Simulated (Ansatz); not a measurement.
Gas-phase electronic energies from Ansatz, PBE0-D4/def2-TZVP geometries. CBS: MP2 limit from def2 TZ/QZ plus the TZ coupled-cluster correction, frozen cores. This one scheme is used for every species, atoms too. DFT in def2-TZVPP. B3LYP here is the variant with VWN-RPA as its local correlation; programs differ in this. HSE06 is defined as in plane-wave codes. Open shells (•) are unrestricted, without spin–orbit coupling. Spin–orbit coupling would lower the free atoms: a little for F. Elements past krypton have def2 core potentials. Bonds to Sn are less sure, by a few kJ/mol each and by 10 to 20 or more in all where they break to atoms, as the def2 sets lack core-valence functions. Each species was taken in one conformer, which may not be the lowest.

Consider the homolysis of the F–Sn bond: `[OH][Sn]([OH])([F])[Cl]` → F• + `[OH][Sn]([OH])[Cl]`•.

`[OH][Sn]([OH])([F])[Cl]`:

```xyz
7

O     1.611   -0.010   -0.327
Sn   -0.264   -0.271    0.068
O    -0.948    1.317    0.919
F    -1.124   -0.568   -1.604
Cl   -0.732   -2.081    1.372
H     1.900   -0.488   -1.111
H    -0.444    2.101    0.683
```

`[OH][Sn]([OH])[Cl]`•:

Z-matrix (Å, degrees):
```
Sn
O 1 1.960
Cl 1 2.349 2 108.0
O 1 1.969 2 101.9 3 114.8
H 2 0.964 1 110.7 3 -133.8
H 4 0.962 1 114.3 2 -158.5
```

| level | ΔE (kJ/mol) |
| --- | --- |
| revPBE-D4 | 441.0 |
| B3LYP-D4 | 444.3 |
| HSE06-D4 | 449.2 |
| ωB97X-V | 474.2 |
| revPBE | 433.8 |
| CAM-B3LYP | 461.1 |
| MP2/def2-SVP | 474.6 |
| HF/def2-TZVPP | 322.1 |

(1) What does CCSD(T)/CBS give? (Best estimate.)

Largest T1 diagnostic among the species: 0.018.

Results:

(1) Ansatz gave: +487.3 kJ/mol. The listed levels differ from it by -46.3, -43.0, -38.1, -13.1, -53.5, -26.2, -12.7, -165.2 kJ/mol.

From r2SCAN to r2SCAN0 (25 % exact exchange), in def2-TZVPP and without D4, ΔE moves by −15.2 kJ/mol: exact exchange takes away binding that semilocal exchange gives to molecules. At CCSD(T), def2-SVP lies −45.9 kJ/mol from the extrapolated value and def2-TZVPP −22.7 kJ/mol: correlation converges slowly with the basis, and small sets miss more of it in the bonded molecule than in its fragments.

CCSD(T)/CBS has its own doubt, a few kJ/mol and more with outer-core shells, so smaller differences from it don't rank the levels.
